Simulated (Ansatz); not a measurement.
Co₃⁻, relaxed as a septet with UKS r2SCAN-D4/def2-TZVPD in Ansatz, starting from the GFN1-xTB geometry. Force threshold 0.02 eV/Å.

The charge -1 septet is spin-contaminated (final ⟨S²⟩ up to 13.05, 12.00 for a pure state). The highest occupied level of the charge -1 septet lies above zero (up to 0.80 eV). The electron is either unbound and held by the finite basis, or the level is raised by self-interaction error. The structure comes from a short search, and lower isomers may exist.

Start:

```xyz
3

Co   -0.0179    0.0052   -1.1189
Co    0.9180    1.3826    0.5828
Co   -0.9001   -1.3878    0.5361
```

Estimate the energy that the relaxation releases and the steps that it takes.

33.9 kJ/mol, in 7 steps; 3.8 min on 4 threads of Arm Neoverse V2 on a shared host. No frequencies were taken in this run, so the end may be a saddle point.

Does the start keep its bonding and symmetry?

By distances, no bond broke or formed, bridged metal pairs apart. The bond that changes most is Co2–Co3, from 3.31 to 2.36 Å (atoms count from 1). Metal–metal contacts that move far: Co2–Co3 3.31 to 2.36 Å. The end is the same structure that another start reached, the lowest one found. Point group Cs at the start, Cs at the end, both within 0.05 Å.

Predict the relaxed structure.


```xyz
3

Co   -0.016    0.014   -1.331
Co    0.656    0.980    0.679
Co   -0.639   -0.994    0.652
```
Bond lengths (bridged metal pairs left out): 3 × Co–Co 2.31 to 2.36 Å.
